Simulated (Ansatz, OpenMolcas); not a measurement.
**A ladder of methods for GaH2OF (SMILES [OH][GaH][F])**

The species is GaH2OF (5 atoms), meant as a singlet with charge 0. SMILES: `[OH][GaH][F]`. The coordinates come from a PBE0-D4/def2-TZVP relaxation. This is one conformer, not always the lowest.

Quantity: the vertical energy of the triplet above the singlet, in eV. The values are calculated.

```json
{"level": "SVWN5/cc-pVDZ", "kind": "LDA", "program": "Ansatz", "value (eV)": "6.04", "CPU time (all runs)": "7.3 s"}
{"level": "revPBE/cc-pVDZ", "kind": "GGA", "program": "OpenMolcas", "value (eV)": "5.97", "CPU time (all runs)": "69 s"}
{"level": "TPSS/cc-pVDZ", "kind": "meta-GGA", "program": "OpenMolcas", "value (eV)": "6.33", "CPU time (all runs)": "1.8 min"}
{"level": "B3LYP/cc-pVDZ", "kind": "global hybrid", "program": "OpenMolcas", "value (eV)": "6.40", "CPU time (all runs)": "53 s"}
{"level": "M06-2X/cc-pVDZ", "kind": "hybrid meta-GGA", "program": "OpenMolcas", "value (eV)": "6.89", "CPU time (all runs)": "98 s"}
{"level": "wB97X/cc-pVDZ", "kind": "range-separated hybrid", "program": "Ansatz", "value (eV)": "7.05", "CPU time (all runs)": "1.9 min"}
{"level": "RPA@PBE/cc-pVDZ", "kind": "RPA", "program": "Ansatz", "value (eV)": "5.86", "CPU time (all runs)": "20 s"}
{"level": "MP2/cc-pVDZ", "kind": "perturbation theory", "program": "Ansatz", "value (eV)": "7.29", "CPU time (all runs)": "11 s"}
{"level": "CCSD/cc-pVDZ", "kind": "coupled cluster or CI", "program": "Ansatz", "value (eV)": "6.89", "CPU time (all runs)": "30 s"}
```

All-electron rows without a relativistic Hamiltonian named are non-relativistic. The values span 5.86 to 7.29 eV. A triplet this far above the singlet is often a Rydberg-like or dissociative state; sets without diffuse functions put Rydberg states too high. In the correlated wave-function rows the outer d shell of Ga is correlated, in sets not made for it. The second state's dipole differs much between rows, so they may not all be the same state. CPU times are rough (shared hosts, several kinds of processor and program).
